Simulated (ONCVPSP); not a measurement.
## Plane-wave convergence, ONCV potential for Co

Co, optimised norm-conserving Vanderbilt (ONCV), made with ONCVPSP 4.0.1 (PBE, scalar-relativistic). Core [Ne], reference 3s2 3p6 3d8 4s1. Waves: 3s+4s: rc 1.15 bohr, ncon 3, nbas 8, qcut 12.3 1/bohr, 2 projectors; 3p: rc 0.80 bohr, ncon 3, nbas 7, qcut 9.3 1/bohr, 2 projectors, debl 3.5 Ha; 3d: rc 1.75 bohr, ncon 3, nbas 8, qcut 10 1/bohr, 2 projectors, debl 3.5 Ha. Local part: polynomial inside 0.80 bohr (lpopt 5, dvloc0 6 Ha). Core correction: none.

Q: For each optimised wave give the share of its norm inside rc, the residual kinetic energy above qcut (Ha) and the cutoffs (Ha) for errors of 10, 1, 0.1 and 0.01 mHa per electron.

A:

| wave | norm inside rc | residual KE | 10 mHa | 1 mHa | 0.1 mHa | 0.01 mHa |
| --- | --- | --- | --- | --- | --- | --- |
| 3s | 0.893 | 1.1e-07 | 36.9 | 47.9 | 56.8 | 63.8 |
| 4s | 0.025 | 1.8e-08 | 21.3 | 37.7 | 49.3 | 58.5 |
| 3p | 0.533 | 5.5e-04 | 27.5 | 35.3 | 232.4 | 382.5 |
| p projector 2 | 0.030 | 5.7e-05 | 21.2 | 29.1 | 37.3 | 153.2 |
| 3d | 0.828 | 5.9e-06 | 29.3 | 34.9 | 39.6 | 44.8 |
| d projector 2 | 0.145 | 1.5e-06 | 31.9 | 38.2 | 43.0 | 46.9 |

The occupied waves need 48 Ha and 232 Ha for 1 and 0.1 mHa.
